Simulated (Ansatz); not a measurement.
`C[CH](C)[Cd][F]` → `C[CH2][Cd][F]` + `[CH2]` (triplet) at 298.15 K and 1 bar (formal loss of a carbene).

Gas-phase electronic energies from Ansatz, PBE0-D4/def2-TZVP geometries. CBS: MP2 limit from def2 TZ/QZ plus the TZ coupled-cluster correction, frozen cores. This one scheme is used for every species. Triplets are unrestricted, without spin–orbit coupling. def2 core potentials past Kr. For Cd outer-core shells are correlated without core-valence functions, which leaves a few kJ/mol of doubt a bond. One conformer a species, not always the lowest.

```tsv
species	CCSD(T)/CBS energy (Eh)	H − E (kJ/mol)	S (J/(mol·K))
`C[CH](C)[Cd][F]`	-385.89104	270.0	360.2
`C[CH2][Cd][F]`	-346.63236	192.5	331.2
`[CH2]` (triplet)	-39.09499	55.4	195.3
```

H − E and S are ideal-gas, rigid-rotor, harmonic terms from PBE0-D4/def2-TZVP, for one conformer and one mirror image of each species, with the whole ground term of open shells counted as degenerate. 1 Eh = 2625.50 kJ/mol, R = 8.31446 J/(mol·K).

Task: By hand: ΔE, ΔH, ΔS and ΔG.

Result: ΔE = (-346.63236) + (-39.09499) − (-385.89104) = 0.16369 Eh = 429.8 kJ/mol. Δ(H − E) = 192.5 + 55.4 − 270.0 = -22.1, so ΔH = 407.7 kJ/mol. ΔS = 331.2 + 195.3 − 360.2 = 166.3 J/(mol·K). ΔG = 407.7 − 298.15 × (166.3)/1000 = 358.1 kJ/mol.

Task: By hand: the equilibrium constant, and the temperature at which ΔG would vanish if ΔH and ΔS stayed fixed.

Result: log₁₀ K = −ΔG/(RT ln 10) = -62.7. ΔG = 0 at ΔH/ΔS = 2452 K.

The number of gas molecules changes by +1, which sets the sign of ΔS. A doubt of 5 kJ/mol in ΔE shifts log₁₀ K by 0.9 here. Other conformers and mirror images would add mixing entropy, several J/(mol·K) or more a flexible species. A triplet takes part, so the spin changes. These are equilibria of isolated gas molecules and say nothing of rates. Largest T1 diagnostic: 0.014 (customary marks: 0.02 for closed shells, 0.045 for open ones).
